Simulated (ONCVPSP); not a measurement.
Varying the ONCV potential for tungsten (W)

Base potential:

| Item | Value |
| --- | --- |
| Element | W (Z = 74) |
| Generator | ONCVPSP 4.0.1 |
| Type | optimised norm-conserving Vanderbilt (ONCV) |
| Functional | PBE |
| Relativity | scalar-relativistic |
| Frozen core | [Kr] 4d10 |
| Valence charge | 28 |
| Reference configuration | 4f14 5s2 5p6 5d4 6s0.5 (charge +1.5) |
| Partial waves | 5s+6s: rc 1.75 bohr, ncon 3, nbas 8, qcut 5.9 1/bohr, 3 projectors, debl 3.7 Ha; 5p: rc 1.25 bohr, ncon 4, nbas 9, qcut 6.1 1/bohr, 1 projector; 5d: rc 2.15 bohr, ncon 3, nbas 8, qcut 8.8 1/bohr, 2 projectors, debl 1.1 Ha; 4f: rc 0.60 bohr, ncon 4, nbas 8, qcut 25.9 1/bohr, 2 projectors, debl 3.8 Ha |
| Local potential | polynomial inside 0.55 bohr (lpopt 4, dvloc0 0 Ha) |
| Core correction | Teter function, fcfact 2.75, rcfact 1.4 |

All-electron outer shells of the reference configuration (PBE, scalar-relativistic, ld1.x):

```json
{"shell": "4d", "level (eV)": "-250.09", "outermost node (bohr)": "0.22", "outermost maximum (bohr)": "0.45"}
{"shell": "5s", "level (eV)": "-90.73", "outermost node (bohr)": "0.53", "outermost maximum (bohr)": "0.96"}
{"shell": "5p", "level (eV)": "-54.89", "outermost node (bohr)": "0.57", "outermost maximum (bohr)": "1.09"}
{"shell": "4f", "level (eV)": "-44.86", "outermost node (bohr)": "–", "outermost maximum (bohr)": "0.43"}
{"shell": "5d", "level (eV)": "-15.70", "outermost node (bohr)": "0.63", "outermost maximum (bohr)": "1.49"}
{"shell": "6s", "level (eV)": "-15.66", "outermost node (bohr)": "1.28", "outermost maximum (bohr)": "2.51"}
```

Cutoffs, loose and tight: the cutoffs (Ha) at which the residual kinetic energy of the hardest occupied pseudo-wave falls to 1 and 0.1 mHa per electron. They do not see the model core or the augmentation charge, which bear on the density cutoff. Test errors are all-electron minus pseudo excitation energies from the reference, over the configurations 4f14 5s2 5p6 5d4 6s2; 4f14 5s2 5p6 5d4 6s1; 4f14 5s2 5p6 5d4 6s0; 4f14 5s2 5p6 5d3 6s0. A dash means not determined; rows that change the core or the reference have their own tests. The largest error is taken over the tests solved by every variant that gives reliable tests at all: 4f14 5s2 5p6 5d3 6s0; 4f14 5s2 5p6 5d4 6s0; 4f14 5s2 5p6 5d4 6s1.

A true bound ghost makes a file unfit for plane-wave use even where its test errors are small: the radial tests pick states by their node count and pass the ghost by.

```csv
change,outcome,"cutoff, loose","cutoff, tight",bound ghosts,GHOST(+) flags above zero,largest test error (meV)
base,generated,309 Ha,401 Ha,"s, p",d,-6.6
"all radii but the core radius scaled by about 0.80 (s 1.40, p 1.00, d 1.72, f 0.48 bohr); local potential polynomial inside 0.44 bohr (lpopt 4, dvloc0 0 Ha)",generated,1055 Ha,1234 Ha,"s, p, d",s,-6.6
"all radii but the core radius scaled by about 0.94 (s 1.64, p 1.18, d 2.02, f 0.56 bohr); local potential polynomial inside 0.52 bohr (lpopt 4, dvloc0 0 Ha)",generated,328 Ha,800 Ha,"s, p",d,-6.8
"all radii but the core radius scaled by about 1.10 (s 1.92, p 1.38, d 2.36, f 0.66 bohr); local potential polynomial inside 0.60 bohr (lpopt 4, dvloc0 0 Ha)",generated,288 Ha,313 Ha,"s, p",d,-5.3
"all radii but the core radius scaled by about 1.31 (s 2.30, p 1.64, d 2.82, f 0.78 bohr); local potential polynomial inside 0.72 bohr (lpopt 4, dvloc0 0 Ha)",generated,253 Ha,278 Ha,"s, p",d,-3.8
```

**Question.** What comes out with this change to the base: all radii but the core radius scaled by about 1.25 (s 2.18, p 1.56, d 2.70, f 0.76 bohr); local potential polynomial inside 0.68 bohr (lpopt 4, dvloc0 0 Ha)?

**Answer.** outcome: generated; cutoff, loose: 257 Ha; cutoff, tight: 283 Ha; bound ghosts: s, p; GHOST(+) flags above zero: d; largest test error (meV): -4.9.

**Question.** What comes out with this change to the base: all radii but the core radius scaled by about 1.17 (s 2.04, p 1.46, d 2.50, f 0.70 bohr); local potential polynomial inside 0.64 bohr (lpopt 4, dvloc0 0 Ha)?

**Answer.** outcome: generated; cutoff, loose: 274 Ha; cutoff, tight: 300 Ha; bound ghosts: s, p; GHOST(+) flags above zero: none; largest test error (meV): -4.3.

**Question.** What comes out with this change to the base: all radii but the core radius scaled by about 0.87 (s 1.52, p 1.10, d 1.88, f 0.52 bohr); local potential polynomial inside 0.48 bohr (lpopt 4, dvloc0 0 Ha)?

**Answer.** outcome: generated; cutoff, loose: 619 Ha; cutoff, tight: 1009 Ha; bound ghosts: s, p; GHOST(+) flags above zero: s, d; largest test error (meV): -6.9.

Reading the sweep of the scale of all radii but the core radius (base = 1) (base included, trends over the rows without a ghost): Bound ghosts are found at 0.8, 0.87, 0.94, 1, 1.1, 1.17, 1.25, 1.31. Every judged row has one, so this setting neither creates nor removes them.
